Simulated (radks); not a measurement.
Problem. Neutral niobium, 41 electrons, occupied as [Kr] 4d4 5s1. Method: Dirac Kohn-Sham, PBE, spin-unpolarised, spherical densities, point nucleus; open shells are shared between the two j in proportion to 2j + 1; computed with a radial shooting solver on a logarithmic mesh with Libxc functionals. Some entries of the table are withheld. Estimate them.

| orbital | occ. | eigenvalue (eV) | <r^2> (bohr^2) | <r> (bohr) |
|---|---|---|---|---|
| 1s1/2 | 2 | -18799.91 | 0.001757 | 0.03609 |
| 2s1/2 | 2 | -2629.123 | 0.02938 | 0.1577 |
| 2p1/2 | 2 | -2412.713 | 0.02224 | 0.1346 |
| 2p3/2 | 4 | -2316.933 | 0.02361 | 0.1391 |
| 3s1/2 | 2 | -438.6945 | 0.2251 | 0.4430 |
| 3p1/2 | 2 | -357.2212 | 0.2243 | 0.4386 |
| 3p3/2 | 4 | -341.7082 | 0.2349 | 0.4491 |
| 3d3/2 | 4 | -197.8855 | 0.2241 | (1) |
| 3d5/2 | 6 | -194.9978 | 0.2276 | (2) |
| 4s1/2 | 2 | -58.3664 | 1.525 | 1.159 |
| 4p1/2 | 2 | (3) | 1.889 | (4) |
| 4p3/2 | 4 | (5) | 1.984 | (6) |
| 5s1/2 | 1 | -3.9819 | 16.02 | 3.730 |
| 4d3/2 | 1.6 | (7) | 6.151 | 2.195 |
| 4d5/2 | 2.4 | (8) | 6.366 | 2.230 |

Solution. 
(1) 3d3/2 <r> (bohr): 0.4310
(2) 3d5/2 <r> (bohr): 0.4345
(3) 4p1/2 eigenvalue (eV): -35.9388
(4) 4p1/2 <r> (bohr): 1.282
(5) 4p3/2 eigenvalue (eV): -33.8427
(6) 4p3/2 <r> (bohr): 1.314
(7) 4d3/2 eigenvalue (eV): -3.1348
(8) 4d5/2 eigenvalue (eV): -2.9800
